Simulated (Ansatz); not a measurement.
Caution: the restricted solution is unstable towards spin-unrestricted or complex orbitals, so a lower solution exists and this singlet may not be the ground state.  The multiplicity is imposed and other spin states were not computed.

Calculation: PBE-D3(BJ)/def2-SVP run with Ansatz (a quantum-chemistry and plane-wave program). No frequencies were computed at this level.

Ansatz 0.2 input:
```yaml
crystal:
  periodic: [false, false, false]
  atoms:
    - { symbol: W, position_ang: [0.167552, 0.287681, 0.140973] }
    - { symbol: O, position_ang: [1.57419, 2.75269, 1.3375] }
    - { symbol: C, position_ang: [1.061238, 1.853961, 0.901214] }
basis:
  gaussian: { orbitals: def2-svp }
hamiltonian:
  xc: pbe
  dispersion: d3bj
relax:
  max_steps: 150
```

Output:

```
Functional definition: PBE
608 factors; their error is unknown
mean field evaluation 1: about -4886.6335 eV, gradient 7.5e1 eV
mean field evaluation 2: about -4405.1005 eV, gradient 2.8e2 eV
mean field evaluation 4: about -4893.9125 eV, gradient 4.2e1 eV
mean field evaluation 8: about -4899.7416 eV, gradient 8.7e0 eV
mean field evaluation 16: about -4899.9725 eV, gradient 1.9e-1 eV
mean field evaluation 32: about -4899.9545 eV, gradient 1.4e-3 eV
mean field evaluation 64: about -4899.9545 eV, gradient 1.3e-6 eV
mean field evaluation 96: about -4899.9545 eV, gradient 3.4e-2 eV
mean field evaluation 128: about -4899.9904 eV, gradient 2.5e-2 eV
mean field evaluation 160: about -4899.9545 eV, gradient 1.8e-2 eV
mean field evaluation 192: about -4899.3070 eV, gradient 1.1e1 eV
mean field evaluation 224: about -4899.9525 eV, gradient 1.7e-1 eV
mean field evaluation 256: about -4899.9545 eV, gradient 6.3e-4 eV
mean field -4899.95447109 eV, -180.0700055041 hartree, gradient 1.4e-10 eV, S^2 0.000000; 11 other end points of the search recorded, 0 dependent functions left out
reference -4899.95450160 eV, -180.0700066254 hartree; 14, 14 occupied and 46, 46 virtual orbitals, 608 factors
relax step   1: F+E_penalty+E_count = -4900.00469728 eV  Δ(F+E_penalty+E_count) = +0.000e0 eV  max|allowed force component| = 6.909e0 eV/Å  Δτ_max = 0.0000 Å  (1166 SCF iters, accepted)
these checks for a lower state are left out or cut short: starts, cluster_reference, orbital_swaps, neighbouring_geometries, increment
608 factors; their error is unknown
mean field evaluation 288: about -4900.2698 eV, gradient 4.9e-3 eV
mean field -4900.26965830 eV, -180.0815884206 hartree, gradient 5.7e-6 eV, S^2 0.000000; 0 other end points of the search recorded, 0 dependent functions left out
reference -4900.26968918 eV, -180.0815895552 hartree; 14, 14 occupied and 46, 46 virtual orbitals, 608 factors
relax step   2: F+E_penalty+E_count = -4900.31990387 eV  Δ(F+E_penalty+E_count) = -3.152e-1 eV  max|allowed force component| = 1.306e0 eV/Å  Δτ_max = 0.0468 Å  (132 SCF iters, accepted)
these checks for a lower state are left out or cut short: starts, cluster_reference, orbital_swaps, neighbouring_geometries, increment
608 factors; their error is unknown
mean field evaluation 320: about -4900.2829 eV, gradient 1.2e-4 eV
mean field -4900.28293295 eV, -180.0820762550 hartree, gradient 2.9e-6 eV, S^2 0.000000; 0 other end points of the search recorded, 0 dependent functions left out
reference -4900.28296401 eV, -180.0820773961 hartree; 14, 14 occupied and 46, 46 virtual orbitals, 608 factors
relax step   3: F+E_penalty+E_count = -4900.33318909 eV  Δ(F+E_penalty+E_count) = -1.329e-2 eV  max|allowed force component| = 1.953e-1 eV/Å  Δτ_max = 0.0166 Å  (116 SCF iters, accepted)
these checks for a lower state are left out or cut short: starts, cluster_reference, orbital_swaps, neighbouring_geometries, increment
608 factors; their error is unknown
mean field evaluation 352: about -4900.2837 eV, gradient 4.4e-10 eV
mean field -4900.28365184 eV, -180.0821026736 hartree, gradient 4.4e-10 eV, S^2 0.000000; 0 other end points of the search recorded, 0 dependent functions left out
reference -4900.28368285 eV, -180.0821038132 hartree; 14, 14 occupied and 46, 46 virtual orbitals, 608 factors
relax step   4: F+E_penalty+E_count = -4900.33390400 eV  Δ(F+E_penalty+E_count) = -7.149e-4 eV  max|allowed force component| = 9.122e-2 eV/Å  Δτ_max = 0.0053 Å  (153 SCF iters, accepted)
these checks for a lower state are left out or cut short: starts, cluster_reference, orbital_swaps, neighbouring_geometries, increment
608 factors; their error is unknown
mean field -4900.28372925 eV, -180.0821055183 hartree, gradient 3.2e-6 eV, S^2 0.000000; 0 other end points of the search recorded, 0 dependent functions left out
reference -4900.28376026 eV, -180.0821066580 hartree; 14, 14 occupied and 46, 46 virtual orbitals, 608 factors
relax step   5: F+E_penalty+E_count = -4900.33398229 eV  Δ(F+E_penalty+E_count) = -7.829e-5 eV  max|allowed force component| = 3.072e-3 eV/Å  Δτ_max = 0.0011 Å  (125 SCF iters, accepted)
608 factors; their error is unknown
mean field evaluation 384: about -4900.2837 eV, gradient 1.1e-4 eV
mean field evaluation 416: about -4900.2837 eV, gradient 4.7e-5 eV
mean field evaluation 448: about -4898.3258 eV, gradient 2.7e0 eV
mean field evaluation 480: about -4898.3865 eV, gradient 7.1e-1 eV
mean field evaluation 512: about -4900.2919 eV, gradient 3.7e-2 eV
mean field evaluation 544: about -4898.2661 eV, gradient 1.5e1 eV
mean field -4900.28372925 eV, -180.0821055183 hartree, gradient 3.2e-6 eV, S^2 0.000000; 7 other end points of the search recorded, 0 dependent functions left out
reference -4900.28376026 eV, -180.0821066580 hartree; 14, 14 occupied and 46, 46 virtual orbitals, 608 factors
Total energy: -4900.33401330 eV, -180.0839534232 hartree
Atom 0 at     0.191996     0.330560     0.161777 Å, force    -0.001105    -0.001920    -0.000936 eV/Å
Atom 1 at     1.576742     2.757228     1.339688 Å, force     0.001738     0.003072     0.001485 eV/Å
Atom 2 at     1.034242     1.806544     0.878222 Å, force    -0.000633    -0.001153    -0.000550 eV/Å
Dipole moment:    -0.326500    -0.572169    -0.277732 e Å
```

Cost: about 40 core-seconds (a rough figure).
